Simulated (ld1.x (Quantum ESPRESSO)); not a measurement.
An all-electron radial function and its pseudo partner (chromium)

Columns: radius, all-electron u(r) and pseudo u(r) of the 3p shell (level -45.44 eV) of chromium in the configuration [Ne] 3s2 3p6 3d5 4s1 4p0; PBE, scalar-relativistic, TM scheme, ld1.x (Quantum ESPRESSO) 7.5.

```csv
r (bohr),all-electron,pseudo
0.078,0.3703,-0.0250
0.155,0.5658,-0.0970
0.232,0.4167,-0.2103
0.310,0.0901,-0.3583
0.388,-0.2671,-0.5266
0.465,-0.5744,-0.6966
0.542,-0.8089,-0.8523
0.620,-0.9690,-0.9781
0.698,-1.0593,-1.0593
0.775,-1.0937,-1.0931
0.852,-1.0870,-1.0870
0.930,-1.0510,-1.0510
1.008,-0.9955,-0.9955
1.085,-0.9295,-0.9295
1.162,-0.8578,-0.8578
1.240,-0.7835,-0.7835
1.318,-0.7102,-0.7102
1.395,-0.6409,-0.6409
1.472,-0.5755,-0.5755
1.550,-0.5141,-0.5141
1.628,-0.4576,-0.4576
1.705,-0.4068,-0.4068
1.782,-0.3609,-0.3609
1.860,-0.3190,-0.3190
1.938,-0.2815,-0.2815
2.015,-0.2484,-0.2484
```

Q: How many radial nodes do the two functions have?

A: The all-electron 3p function has n − l − 1 = 1; the pseudo-wave has 0, since the states of the same l below it are removed with the core.

Q: At about which radius was the pseudo-wave matched?

A: 0.95 bohr. The columns agree to 0.0005 from 0.85 bohr on; several derivatives are matched, so the curves merge somewhat inside the radius.

Q: Is the pseudo-wave norm-conserving?

A: Yes: the TM scheme keeps the norm inside the radius equal to the all-electron one, which fixes the energy derivative of the logarithmic derivative at the level.
